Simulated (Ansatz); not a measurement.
```yaml
crystal:
  periodic: [false, false, false]
  atoms:
    - {symbol: C, position_ang: [-1.283308, 0.014516, -0.308445]}
    - {symbol: Ti, position_ang: [0.753841, 0.059952, -0.201011]}
    - {symbol: O, position_ang: [1.140949, -0.371101, 1.460399]}
    - {symbol: F, position_ang: [1.316966, -1.120885, -1.368079]}
    - {symbol: Cl, position_ang: [1.348904, 2.115764, -0.725802]}
    - {symbol: H, position_ang: [-1.698422, 0.727501, 0.408731]}
    - {symbol: H, position_ang: [-1.591077, 0.281726, -1.323238]}
    - {symbol: H, position_ang: [-1.627516, -0.995440, -0.067209]}
    - {symbol: H, position_ang: [1.728263, -0.758432, 2.107554]}
basis:
  gaussian: {orbitals: pcseg-2}
hamiltonian: {xc: {name: r2SCAN0}, pseudopotentials: {relativity: scalar}}
```

```sh
$ ansatz run in.yaml --threads 4 --pin off --events-out ev --progress --plain --max-ram 10444MiB
```

Output, abridged:

```
Functional definition: r2SCAN0
1473 factors; their error is unknown
mean field evaluation 1: about -41632.9087 eV, gradient 8.5e1 eV
mean field evaluation 2: about -41457.5856 eV, gradient 3.6e2 eV
mean field evaluation 4: about -41645.4012 eV, gradient 2.2e1 eV
mean field evaluation 8: about -41646.3480 eV, gradient 1.7e-1 eV
mean field evaluation 16: about -41646.5096 eV, gradient 1.0e-3 eV
mean field -41646.50964780 eV, -1530.4810005387 hartree, gradient 2.4e-5 eV, S^2 0.000000; 0 other end points of the search recorded, 0 dependent functions left out
reference -41646.50965783 eV, -1530.4810009070 hartree; 33, 33 occupied and 203, 203 virtual orbitals, 1473 factors
Total energy: -41646.50965783 eV, -1530.4810009070 hartree
Relativity: scalar
```

It took 10 s on 4 threads of an Arm Neoverse N1 on a shared host, with 0.54 GiB of host memory at the peak.
